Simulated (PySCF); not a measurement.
Compound: C6H5ClO2S.
Structure used (GFN2-xTB), in Å, numbered top down from 1:
```
atom  x, y, z in Å
C1     3.0677   -0.0113    0.0593
S2     1.8162    0.9896   -0.7942
C3     0.3474    0.3428   -0.1089
C4     0.1815   -0.6560    0.8236
O5    -1.1122   -0.8538    1.0835
C6    -1.8145    0.0129    0.3249
C7    -3.2566    0.0558    0.3720
O8    -3.9774    0.7743   -0.2467
Cl9   -3.9177   -1.1300    1.5049
C10   -0.9553    0.7796   -0.4347
H11    3.0041    0.1577    1.1297
H12    4.0285    0.3287   -0.3136
H13    2.9256   -1.0599   -0.1828
H14    0.8843   -1.2705    1.3499
H15   -1.2260    1.5480   -1.1283
```

NICS = −σ at a ghost point: NICS(0) at the centroid of the ring atoms, NICS(1) 1 Å to either side along the normal of their mean plane, zz for the tensor component along that normal. Level: GIAO PBE0/pcSseg-1 (PySCF, non-relativistic, gas phase) on the GFN2-xTB geometry, one conformer.

Ring bond lengths (Å), with Mayer bond orders in brackets: C3–C4 1.376 (1.46), C4–O5 1.334 (1.11), O5–C6 1.349 (1.04), C6–C10 1.380 (1.45), C10–C3 1.412 (1.28).

Question: Give the NICS values of each ring in ppm.

Answer: 
| ring | type | NICS(0) | NICS(1), two faces | NICS(1)zz, two faces | rms pucker (Å) | centre to ring atoms, mean (Å) |
| --- | --- | --- | --- | --- | --- | --- |
| C3–C4–O5–C6–C10 | 5-membered ring with O; formal bonds all aromatic | -11.0 | -9.9 / -9.9 | -23.0 / -23.0 | 0.00 | 1.17 |

Question: What can be read from them?

Answer: 
- C3–C4–O5–C6–C10: mean NICS(1)zz -23.0 ppm, shielded, aromatic by this magnetic criterion (flat ring, no four-coordinate atom).

Question: And the bond-length index? HOMA = 1 − mean of α(R − Ropt)² over the ring bonds, with Krygowski's 1993 parameters (CC: Ropt 1.388 Å, α 257.7 Å⁻²; CO: Ropt 1.265 Å, α 157.38 Å⁻²).

Answer: 
- C3–C4–O5–C6–C10: HOMA 0.59; the largest term is that of O5–C6, α(R − Ropt)² = 1.11.

Question: Give the inner angles of the rings and the Hirshfeld charges of the ring atoms.

Answer: 
- C3–C4–O5–C6–C10: C3 105.6° (-0.050 e), C4 110.9° (+0.018 e), O5 107.5° (-0.048 e), C6 110.0° (+0.035 e), C10 106.0° (-0.056 e); sum 540.0° against 540° for a flat convex ring.

Question: What are the shieldings of the ring atoms and their hydrogens in the same run (means over atoms taken as equivalent)?

Answer: 
| atoms | environment | σ isotropic (ppm) | principal values of the symmetric part, first atom (ppm) |
| --- | --- | --- | --- |
| C3 | substituted aromatic carbon | 50.1 | -12.5, 26.8, 136.1 |
| C4 | aromatic CH next to a ring oxygen | 42.0 | -29.0, 45.9, 109.0 |
| O5 | furan-type oxygen | 24.0 | -136.6, -30.6, 239.1 |
| C6 | substituted aromatic carbon | 34.9 | -29.3, 42.3, 91.7 |
| C10 | aromatic CH carbon | 59.2 | -21.2, 41.0, 158.0 |
| H14 | aromatic hydrogen | 24.65 | 20.1, 24.9, 28.9 |
| H15 | aromatic hydrogen | 24.19 | 20.9, 23.9, 27.8 |

The run took 44 s of wall time on one thread of an Arm Neoverse V1 (shared host), and the process peaked at 0.92 GiB of memory. This is the whole shielding run at PBE0/pcSseg-1, SCF included.
